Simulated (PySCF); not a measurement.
Isomers of C8H8O, mass 120.058 u with the commonest isotopes. Theory: PBE0/pcSseg-1 in PySCF (dipole) on a GFN2-xTB geometry, gas phase. One conformer each, none proved a minimum here; rigid rotors.

Problem. Order these by radius of gyration √(Σ m r²/M), smallest first.
A. `[CH3:1][O:2][CH:3]1[c:4]2[cH:5][cH:6][cH:7][cH:8][c:9]21` with C1–O2–C3–C4 83°
B. `[CH:1]#[C:2][C:3]1=[CH:4][CH2:5][CH2:6][CH2:7][C:8]1=[O:9]` with C3–C4–C5–C6 -21°, C4–C5–C6–C7 51°, C5–C6–C7–C8 -60°, C6–C7–C8–O9 -145°
C. `[CH2:1]=[CH:2][c:3]1[cH:4][cH:5][c:6]([OH:7])[cH:8][cH:9]1` with C1–C2–C3–C4 179°, C5–C6–O7–H 180°

Solution. B (2.088 Å), A (2.144 Å), C (2.243 Å).

Problem. Order these by dipole moment, smallest first.
A. `[CH:1]#[C:2][C:3]1=[CH:4][CH2:5][CH2:6][CH2:7][C:8]1=[O:9]` with C3–C4–C5–C6 -21°, C4–C5–C6–C7 51°, C5–C6–C7–C8 -60°, C6–C7–C8–O9 -145°
B. `[CH2:1]=[CH:2][c:3]1[cH:4][cH:5][c:6]([OH:7])[cH:8][cH:9]1` with C1–C2–C3–C4 179°, C5–C6–O7–H 180°
C. `[CH3:1][O:2][CH:3]1[c:4]2[cH:5][cH:6][cH:7][cH:8][c:9]21` with C1–O2–C3–C4 83°

Solution. C (1.26 D), B (1.39 D), A (4.01 D).

Problem. Order these by rotational constant A, largest first.
A. `[CH:1]#[C:2][C:3]1=[CH:4][CH2:5][CH2:6][CH2:7][C:8]1=[O:9]` with C3–C4–C5–C6 -21°, C4–C5–C6–C7 51°, C5–C6–C7–C8 -60°, C6–C7–C8–O9 -145°
B. `[CH2:1]=[CH:2][c:3]1[cH:4][cH:5][c:6]([OH:7])[cH:8][cH:9]1` with C1–C2–C3–C4 179°, C5–C6–O7–H 180°
C. `[CH3:1][O:2][CH:3]1[c:4]2[cH:5][cH:6][cH:7][cH:8][c:9]21` with C1–O2–C3–C4 83°

Solution. B (5097 MHz), C (4301 MHz), A (2885 MHz).

```json
{"SMILES": "C=Cc1ccc(O)cc1", "point group": "Cs", "Ia (u·Å²)": "99.15", "Ib (u·Å²)": "504.61", "Ic (u·Å²)": "603.76", "κ": "-0.92", "μa (D)": "0.34", "μb (D)": "1.35", "μc (D)": "0.00"}
{"SMILES": "C#CC1=CCCCC1=O", "point group": "C1", "Ia (u·Å²)": "175.20", "Ib (u·Å²)": "357.42", "Ic (u·Å²)": "514.21", "κ": "-0.55", "μa (D)": "2.69", "μb (D)": "2.95", "μc (D)": "0.36"}
{"SMILES": "COC1c2ccccc21", "point group": "C1", "Ia (u·Å²)": "117.51", "Ib (u·Å²)": "450.57", "Ic (u·Å²)": "535.50", "κ": "-0.89", "μa (D)": "0.23", "μb (D)": "1.12", "μc (D)": "0.54"}
```
